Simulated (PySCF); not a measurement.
**Dipole response of Pr²⁺ (praseodymium, charge +2)**

[Xe] 4f3, one real determinant. Calculation: PySCF 2.14, in x2c-TZVPPall with one added diffuse shell each of s, p, d, f type (12s8p8d5f2g, 129 functions); scalar relativity by spin-free X2C-1e. Coupled (time-dependent) response in atomic units; α is the mean over directions.

| method | mean α (bohr³) | α xx, yy, zz | C₆ (like pair) | S(−4) |
| --- | --- | --- | --- | --- |
| UHF | 11.38 | 11.29, 11.29, 11.58 | 65.42 | 333.5 |

S(−4) is the Cauchy moment in α(ω) = α(0) + S(−4) ω² + …

Spin-orbit coupling is absent.

α(iu) at UHF:

| u (hartree) | α(iu) (bohr³) |
| --- | --- |
| 0 | 11.38 |
| 0.0500 | 10.73 |
| 0.100 | 9.759 |
| 0.200 | 8.660 |
| 0.300 | 8.013 |
| 0.500 | 6.882 |
| 0.750 | 5.560 |
| 1.00 | 4.461 |
| 1.50 | 2.963 |
| 2.00 | 2.094 |
| 3.00 | 1.221 |
| 5.00 | 0.5887 |

A single London oscillator, α(iu) = α/(1 + u²/ω²), gives C₆ = (3/4) ω α². Matching the computed C₆ needs ω = 4 × 65.42 / (3 × 11.38²) = 0.674 hartree.

For an ion, C₆ is the dispersion term alone; charge-induced terms of lower order in 1/R come first.

The components differ because the open shell of this determinant is not spherical; for a pure term their mean is the scalar polarisability.

⟨L²⟩ = 34.03 against 42 for a pure I term, so this real determinant mixes terms. Spin-orbit coupling, absent here, splits the open shell strongly.
